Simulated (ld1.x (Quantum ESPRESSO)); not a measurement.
## Reading a pseudo-wave (Nb)

Columns: radius, all-electron u(r) and pseudo u(r) of the 4d shell (level -3.04 eV) of niobium in the configuration [Ar] 3d10 4s2 4p6 4d4 5s1 5p0; PBE, scalar-relativistic, PAW scheme, ld1.x (Quantum ESPRESSO) 7.5.

| r (bohr) | all-electron | pseudo |
| --- | --- | --- |
| 0.143 | 0.1895 | -0.0034 |
| 0.285 | 0.3125 | -0.0258 |
| 0.428 | 0.1900 | -0.0804 |
| 0.570 | -0.0271 | -0.1692 |
| 0.713 | -0.2432 | -0.2851 |
| 0.855 | -0.4180 | -0.4102 |
| 0.998 | -0.5460 | -0.5269 |
| 1.140 | -0.6286 | -0.6175 |
| 1.283 | -0.6755 | -0.6750 |
| 1.425 | -0.6949 | -0.6989 |
| 1.568 | -0.6951 | -0.6981 |
| 1.710 | -0.6823 | -0.6829 |
| 1.853 | -0.6609 | -0.6609 |
| 1.995 | -0.6345 | -0.6345 |
| 2.138 | -0.6051 | -0.6051 |
| 2.280 | -0.5747 | -0.5747 |
| 2.423 | -0.5437 | -0.5437 |
| 2.565 | -0.5135 | -0.5135 |
| 2.708 | -0.4838 | -0.4838 |
| 2.850 | -0.4555 | -0.4555 |
| 2.992 | -0.4284 | -0.4284 |
| 3.135 | -0.4024 | -0.4024 |
| 3.278 | -0.3777 | -0.3777 |
| 3.420 | -0.3544 | -0.3544 |
| 3.563 | -0.3322 | -0.3322 |
| 3.705 | -0.3114 | -0.3114 |

Problem. How many radial nodes do the two functions have?

Solution. The all-electron 4d function has n − l − 1 = 1; the pseudo-wave has 0, since the states of the same l below it are removed with the core.

Problem. At about which radius was the pseudo-wave matched?

Solution. 1.85 bohr, where the columns begin to agree (steps of 0.14 bohr).

Problem. Is the pseudo-wave norm-conserving?

Solution. No, it belongs to a PAW set: the norm inside the radius is not constrained, and the difference is carried by the augmentation charge.
